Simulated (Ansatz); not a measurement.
Gas-phase electronic energies from Ansatz, PBE0-D4/def2-TZVP geometries. CCSD(T)/CBS is the MP2 limit (def2-TZVPP, def2-QZVPP) plus CCSD(T) − MP2 in def2-TZVPP, frozen cores. This one scheme is used for every species. DFT in def2-TZVPP. B3LYP here is the variant with VWN-RPA as its local correlation; programs differ in this.

`BC1C=N1` + `BN` → `BNB` + `C1=NC1`  (ligand exchange at a B–C bond)

CCSD(T)/CBS gives -18.8 kcal/mol.

Question: Another level gave -19.3 kcal/mol. Which?
A. BHLYP/def2-TZVPP
B. r2SCAN-D4/def2-TZVPP
C. B3LYP-D4/def2-TZVPP
D. PBE-QIDH/def2-TZVPP

Answer: D. PBE-QIDH -19.3, r2SCAN-D4 -17.2, BHLYP -20.3, B3LYP-D4 -18.2 kcal/mol.

Question: What do rigid-rotor, harmonic-oscillator terms from PBE0-D4/def2-TZVP frequencies (298.15 K, 1 bar) make of the CCSD(T)/CBS value? (Best estimate.)

Answer: Ansatz gave: ΔZPE = +0.9 kcal/mol, ΔH = -18.2 kcal/mol, ΔS = -3 J/(mol·K), ΔG = -18.0 kcal/mol.

Largest T1 diagnostic among the species: 0.013.

From PBE to PBE0 (25 % exact exchange), in def2-TZVPP and without D4, ΔE moves by −1.8 kcal/mol. At CCSD(T), def2-SVP lies −2.3 kcal/mol from the extrapolated value and def2-TZVPP −0.2 kcal/mol. Leaving LDA and LC-ωPBE aside and taking each functional with its dispersion term where it has one, the values, not all of them listed here, spread over 3.9 kcal/mol, from BHLYP-D4 to revPBE-D4.
